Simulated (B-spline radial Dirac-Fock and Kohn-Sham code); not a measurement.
# K emission of Pb⁷⁺

System: the Pb⁷⁺ ion, configuration [Xe] 4f14 5d7.

Input of the calculation (task.json; shells as n, l, electrons):

```json
{"items": [{
  "Z": 82,
  "q": 7,
  "cfg": [[1, 0, 2], [2, 0, 2], [2, 1, 6], [3, 0, 2], [3, 1, 6], [3, 2, 10], [4, 0, 2], [4, 1, 6], [4, 2, 10], [4, 3, 14], [5, 0, 2], [5, 1, 6], [5, 2, 7]],
  "A": 208,
  "rrms": 5.5012,
  "do": ["binding", "quiet", "decay"],
  "holes": ["K", "L1", "L2", "L3", "M1", "M2", "M3", "M4", "M5", "N1", "N2", "N3", "N4", "N5", "N6", "N7"]
}]}
```

Launch: `python xray_run.py task.json out`

Model: independent-particle radiative and Coulomb Auger rates from relativistic LDA hole-state orbitals, with Dirac-Fock energies. Program: a B-spline atomic structure program.

```tsv
line	multipole	energy (eV)	width (meV)	share (%)
K-L1	M1	72132.4	28.2	0.0496
Kα2 (K-L2)	E1	72800.4	16700	29.4
Kα1 (K-L3)	E1	74964.8	28100	49.4
K-M1	M1	84142.7	8.87	0.0156
Kβ3 (K-M2)	E1	84441.0	3090	5.43
Kβ1 (K-M3)	E1	84929.1	6030	10.6
Kβ5'' (K-M4)	E2	–	85.5	0.150
Kβ5' (K-M5)	E2	85515.8	104	0.182
Kβ2'' (K-N2)	E1	87231.5	738	1.30
Kβ2' (K-N3)	E1	87351.8	1460	2.57
K-N4	E2	–	22.8	0.0401
K-N5	E2	87585.4	27.6	0.0485
K-O2	E1	87899.4	151	0.265
K-O3	E1	87922.9	297	0.523
```

The listed lines hold 100.0 % of the radiative rate. A dash stands for an energy that rests on an unreliable hole state. The radiative width is 56.9 eV in the length form and 58.2 eV in the velocity form; the two differ because the transition energies are not eigenvalue differences of the potential that gave the orbitals. Kα2/Kα1 is 0.595 and Kβ/Kα is 0.268.
